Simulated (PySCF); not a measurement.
C2H5S, SMILES C[CH]S, multiplicity 2.

The structure is a stationary point at r2SCAN-D4/def2-TZVP. The isomer is the one that the SMILES or the coordinates give; other isomers of the formula were not compared. Other conformers were not sampled.

Method: M06-2X/def2-TZVPD (PySCF).

The molecule is in vacuum.

Question: Estimate the frontier levels, dipole moment and polarisability. (The exact figures need the calculation; the answer reports its results.)

Answer: 
```json
{
  "α spin, highest occupied and lowest empty level": "-6.05 and 0.50 eV",
  "β spin, highest occupied and lowest empty level": "-9.00 and -0.43 eV",
  "dipole_moment": "1.23 D",
  "quadrupole, principal values (traceless, Buckingham form, about the centre of nuclear charge)": "-3.70, -0.73, 4.44 D·Å",
  "mean_static_polarisability": "48.9 bohr³ (7.25 Å³)",
  "polarisability_principal_values": "40.9, 45.4, 60.4 bohr³",
  "⟨S²⟩": "0.756 (pure state 0.75)"
}
```
